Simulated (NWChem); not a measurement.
System: CH3Si cation

```xyz
5

C     -0.0830     0.0000     1.0446
Si     0.3392     0.0000    -0.6195
H      0.0168    -0.9243     1.6401
H      0.0168     0.9243     1.6401
H     -0.4626     0.0000    -1.8734
```
Atoms are numbered in this order, from 1.

Geometry: optimised at PBE0/def2-SVP.

Q: Give the principal values of the shielding tensors (ppm) of C1, Si2 from Hartree-Fock/6-31G* (spherical d), GIAO (NWChem), with their diamagnetic and paramagnetic parts as GIAO splits them.

A: 
```json
[
 {"atom": "C1", "σ11": "-250.3", "σ22": "119.2", "σ33": "186.5", "isotropic": "18.5", "diamagnetic": "257.7", "paramagnetic": "-239.2"},
 {"atom": "Si2", "σ11": "-373.4", "σ22": "126.7", "σ33": "225.2", "isotropic": "-7.2", "diamagnetic": "878.1", "paramagnetic": "-885.3"}
]
```
